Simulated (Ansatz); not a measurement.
`N#C[SiH2][GaH2]` + silanol → `[SiH3][O][GaH2]` + `N#C[SiH3]`  (cleavage of the Ga–Si bond)

Isolated molecules relaxed with PBE0-D4/def2-TZVP in Ansatz; ΔE leaves out vibrations. CCSD(T)/CBS is the MP2 limit (def2-TZVPP, def2-QZVPP) plus CCSD(T) − MP2 in def2-TZVPP, frozen cores. This one scheme is used for every species. DFT in def2-TZVPP. B3LYP here is the variant with VWN-RPA as its local correlation; programs differ in this. HSE06 is defined as in plane-wave codes. For Ga outer-core shells are correlated without core-valence functions, which leaves a few kJ/mol of doubt a bond. Scalar relativity is left out up to krypton.

```
             level  ΔE (kJ/mol)  difference from CCSD(T)/CBS
       LDA (SPW92)        -52.1                         16.6
            PBE-D4        -50.6                         18.1
         revPBE-D4        -51.7                         17.0
            B97M-V        -66.6                          2.1
           PBE0-D4        -53.3                         15.4
          B3LYP-D4        -67.7                          1.0
        r2SCAN0-D4        -64.3                          4.4
          HSE06-D4        -53.1                         15.6
          BHLYP-D4        -73.3                         -4.6
      CAM-B3LYP-D4        -73.6                         -4.9
           ωB97X-V        -69.3                         -0.6
           ωB97M-V        -67.6                          1.1
            B2PLYP        -74.2                         -5.5
          PBE-QIDH        -65.7                          3.0
               PBE        -50.5                         18.2
            revPBE        -49.7                         19.0
              BLYP        -66.2                          2.5
            r2SCAN        -65.3                          3.4
              PBE0        -53.4                         15.3
             B3LYP        -67.6                          1.1
           r2SCANh        -64.8                          3.9
           r2SCAN0        -64.4                          4.3
             HSE06        -53.3                         15.4
             BHLYP        -73.9                         -5.2
         CAM-B3LYP        -73.8                         -5.1
           LC-ωPBE        -63.1                          5.6
RPA@PBE/def2-TZVPP        -74.5                         -5.8
      MP2/def2-SVP        -91.5                        -22.8
     CCSD/def2-SVP        -86.2                        -17.5
  CCSD(T)/def2-SVP        -86.3                        -17.6
     HF/def2-TZVPP        -85.3                        -16.6
    MP2/def2-TZVPP        -78.2                         -9.5
SCS-MP2/def2-TZVPP        -82.4                        -13.7
   CCSD/def2-TZVPP        -73.1                         -4.4
CCSD(T)/def2-TZVPP        -72.4                         -3.7
    MP2/def2-QZVPP        -76.7                         -8.0
SCS-MP2/def2-QZVPP        -81.0                        -12.3
      HF/CBS(def2)        -87.3                        -18.6
     MP2/CBS(def2)        -74.5                         -5.8
    CCSD/CBS(def2)        -69.3                         -0.6
       CCSD(T)/CBS        -68.7                            0
```

Largest T1 diagnostic among the species: 0.014.

In def2-TZVPP, CCSD(T) changes the Hartree–Fock value by +12.9 kJ/mol (the triples alone add +0.7 kJ/mol) and MP2 by +7.1 kJ/mol. At CCSD(T), def2-SVP lies −17.7 kJ/mol from the extrapolated value and def2-TZVPP −3.8 kJ/mol.
